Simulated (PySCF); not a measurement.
# Reading the logs of faulty runs: AlC2H7N

These are calculations, not measurements. They come from PySCF 2.14.0, an open-source quantum chemistry program, on an isolated molecule that a program drew, which may never have been made. The molecule is AlC2H7N (charge 0, doublet), drawn as the SMILES string `[CH2][CH2][AlH][NH2]`.

Each row is a Hartree-Fock (HF) and frozen-core CCSD(T) single point in the cc-pV(D+d)Z basis, meant for a local HF minimum. Run 1 is clean. Each other run has one planted mistake out of seven kinds, and not every kind appears here: one electron removed, one electron added, multiplicity raised by two, geometry at a saddle point, minimal basis STO-3G, one bond length entered in bohr, all coordinates scaled. The reference is restricted for singlets and unrestricted otherwise, and also for a bond in bohr. Adding or removing an electron swaps singlet and doublet. Electrons count all cores. HOMO and LUMO are orbital energies over both spins, the gradient is its largest component, and the lowest frequency (negative if imaginary) is given only where the gradient is small. Bond lengths are over the 10 bonds as drawn. T1 is the CCSD diagnostic: over 0.02 (restricted) or 0.045 (unrestricted) a single reference is doubtful.

Geometry of the clean run:
```xyz
11
AlC2H7N, angstrom
C     2.8081    0.2651   -1.0082
C     1.8051    0.1205    0.0929
Al    0.1342    0.9831   -0.5365
N    -1.2251    0.0033   -1.0963
H     3.3688    1.1849   -1.1289
H     2.8325   -0.4415   -1.8301
H     2.1594    0.6093    1.0070
H     1.6288   -0.9343    0.3276
H    -0.0065    2.5554   -0.6313
H    -1.2715   -0.9985   -1.0849
H    -2.0718    0.3708   -1.4892
```

```
run,electrons,basis functions,<S^2>,HOMO (eV),LUMO (eV),gradient (hartree/bohr),lowest frequency (cm^-1),mean bond (Å),longest bond (Å),T1,HF (hartree),CCSD(T) (hartree),mistake
1,39,100,0.766,-8.21,2.35,2.8e-05,51,1.3192,1.983,0.0151,-376.17826,-376.74753,no fault
2,40,100,0.000,0.60,7.62,4.0e-02,-,1.3192,1.983,0.0257,-376.09620,-376.71644,one electron added
3,39,100,1.777,-6.34,1.43,1.4e-02,-,1.4764,3.338,0.0194,-376.03972,-376.57363,one bond length entered in bohr
4,39,100,3.791,-3.80,-0.63,7.3e-02,-,1.3192,1.983,0.0202,-375.99608,-376.53537,?
```

**Which mistake was planted in run 4, and what did it cost?**

Electrons, basis and geometry are unchanged, and <S^2> is 3.791, beside S(S+1) = 3.75 for a multiplicity of 4. So the mistake is: multiplicity raised by two. Subtracting run 1 and multiplying by 627.51 kcal/mol a hartree, the energy moved by 114.3 kcal/mol in HF and 133.1 kcal/mol in CCSD(T).

Cautions from the logs. Run 2: T1 is over the limit, so its CCSD(T) energy is less reliable and the HOMO is above zero, so the electron isn't bound and the energy depends on the basis.
